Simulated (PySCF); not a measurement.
## ²⁹Si chemical shifts

All values are calculated (PySCF): geometry from GFN2-xTB, shielding tensors at PBE0/pcSseg-1 (GIAO). A single conformation, fast rotation and ring inversion assumed for equivalent nuclei, isolated molecule, non-relativistic Hamiltonian.

Shieldings were converted by a linear fit to measured shifts: ²⁹Si (scatter 8.9 ppm rms, 25.8 ppm with the 6 outliers that the fit left out vs TMS, solution or neat liquid). Occasional misses reach two or three times the rms, and more in compound classes unlike the fitted ones.

**Question.** Give the ²⁹Si shifts of `C[SiH2][Si@@H](C[SiH3])[SiH2][SiH3]`, `C#C[Si](F)(C#CC)C#CC`, `O=C(/C=C/Cl)CC[SiH3]`, `CC[SiH2][Si@@H]([SiH3])[SiH2][SiH3]`, `C[SiH2][Si]([SiH3])([SiH3])C[SiH3]`, `C[C@@H]1[SiH2][C@@H](F)[Si@@H]1C#N`, `C[C@@H]1[SiH2][C@@H](F)[Si@@H]1C#N`, `C=N[Si@H]1[SiH2]C(F)=C1C`.

**Answer.** 
```
                                                    compound                                               environment  δ (ppm)
   [CH3:1][SiH2:2][Si@@H:3]([CH2:4][SiH3:5])[SiH2:6][SiH3:7]                             Si5: silicon bonded to C, 3 H    -65.8
   [CH3:1][SiH2:2][Si@@H:3]([CH2:4][SiH3:5])[SiH2:6][SiH3:7]                         Si2: silicon bonded to C, Si, 2 H    -66.4
   [CH3:1][SiH2:2][Si@@H:3]([CH2:4][SiH3:5])[SiH2:6][SiH3:7]                         Si3: silicon bonded to C, 2 Si, H    -70.3
   [CH3:1][SiH2:2][Si@@H:3]([CH2:4][SiH3:5])[SiH2:6][SiH3:7]                            Si7: silicon bonded to Si, 3 H   -105.6
   [CH3:1][SiH2:2][Si@@H:3]([CH2:4][SiH3:5])[SiH2:6][SiH3:7]                          Si6: silicon bonded to 2 Si, 2 H   -115.9
                                        C#C[Si](F)(C#CC)C#CC                                  silicon bonded to 3 C, F    -67.0
                                        O=C(/C=C/Cl)CC[SiH3]                                  silicon bonded to C, 3 H    -64.6
   [CH3:1][CH2:2][SiH2:3][Si@@H:4]([SiH3:5])[SiH2:6][SiH3:7]                         Si3: silicon bonded to C, Si, 2 H    -58.6
   [CH3:1][CH2:2][SiH2:3][Si@@H:4]([SiH3:5])[SiH2:6][SiH3:7]                            Si5: silicon bonded to Si, 3 H    -97.9
   [CH3:1][CH2:2][SiH2:3][Si@@H:4]([SiH3:5])[SiH2:6][SiH3:7]                            Si7: silicon bonded to Si, 3 H   -101.4
   [CH3:1][CH2:2][SiH2:3][Si@@H:4]([SiH3:5])[SiH2:6][SiH3:7]                          Si6: silicon bonded to 2 Si, 2 H   -110.3
   [CH3:1][CH2:2][SiH2:3][Si@@H:4]([SiH3:5])[SiH2:6][SiH3:7]                            Si4: silicon bonded to 3 Si, H   -125.6
    [CH3:1][SiH2:2][Si:3]([SiH3:4])([SiH3:5])[CH2:6][SiH3:7]                         Si2: silicon bonded to C, Si, 2 H    -67.0
    [CH3:1][SiH2:2][Si:3]([SiH3:4])([SiH3:5])[CH2:6][SiH3:7]                             Si7: silicon bonded to C, 3 H    -68.5
    [CH3:1][SiH2:2][Si:3]([SiH3:4])([SiH3:5])[CH2:6][SiH3:7]                            Si3: silicon bonded to C, 3 Si    -82.5
    [CH3:1][SiH2:2][Si:3]([SiH3:4])([SiH3:5])[CH2:6][SiH3:7]                     Si4/5: silicon bonded to Si, 3 H (×2)    -97.6
[CH3:1][C@@H:2]1[SiH2:3][C@@H:4]([F:5])[Si@@H:6]1[C:7]#[N:8]     Si3: silicon bonded to 2 C, 2 H, in a 4-membered ring    -25.1
[CH3:1][C@@H:2]1[SiH2:3][C@@H:4]([F:5])[Si@@H:6]1[C:7]#[N:8]       Si6: silicon bonded to 3 C, H, in a 4-membered ring    -34.0
[CH3:1][C@@H:2]1[SiH2:3][C@@H:4]([F:5])[Si@@H:6]1[C:7]#[N:8]     Si3: silicon bonded to 2 C, 2 H, in a 4-membered ring    -25.2
[CH3:1][C@@H:2]1[SiH2:3][C@@H:4]([F:5])[Si@@H:6]1[C:7]#[N:8]       Si6: silicon bonded to 3 C, H, in a 4-membered ring    -34.0
    [CH2:1]=[N:2][Si@H:3]1[SiH2:4][C:5]([F:6])=[C:7]1[CH3:8]  Si3: silicon bonded to C, N, Si, H, in a 4-membered ring    -45.4
    [CH2:1]=[N:2][Si@H:3]1[SiH2:4][C:5]([F:6])=[C:7]1[CH3:8]   Si4: silicon bonded to C, Si, 2 H, in a 4-membered ring    -56.7
```
